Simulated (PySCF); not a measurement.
**Basis set benchmark on one molecule**

Molecule: SMILES F[P@OH8-](F)(F)(F)(F)F, [F$_{6}$P]-.

Structure with atom numbers: `[F:1][P@OH8-:2]([F:3])([F:4])([F:5])([F:6])[F:7]`.

Geometry PBE0-D3(BJ)/def2-SVP throughout; GIAO in PySCF 2.14.0 with density-fitted response routines, gas phase, one conformer, non-relativistic; equivalent atoms averaged; functional PBE0.

Reference values (measured; solution, C6D6; B. Maryasin, H. Zipse, Phys. Chem. Chem. Phys. 13 (2011) 5150): δ(P2) = -146.0 ppm vs 85 % H3PO4. Computed shifts are taken against H3PO4, calculated as an isolated molecule at each level.

How do the basis sets STO-3G, 6-31G, 6-31G*, 6-311+G(2d,p) perform against the reference? Times are CPU seconds on 1 thread of an Intel Xeon Platinum 8375C, shared host.

Results:


```
    basis set  functions      P2  abs. error P  core-s
       STO-3G         39   -52.0          94.0     3.3
        6-31G         67   -89.6          56.4     7.2
       6-31G*        102  -104.8          41.2      11
6-311+G(2d,p)        197  -135.1          10.9      20
```

For ³¹P the closest is 6-311+G(2d,p) (10.9 ppm) and the furthest STO-3G (94.0 ppm). Where a smaller basis beats a larger one, errors probably cancel. One molecule is a small sample, and vibrational and solvent effects are absent from the calculation.

A small basis that lands close on one nucleus may do so by chance; judge by the trend and by all nuclei.
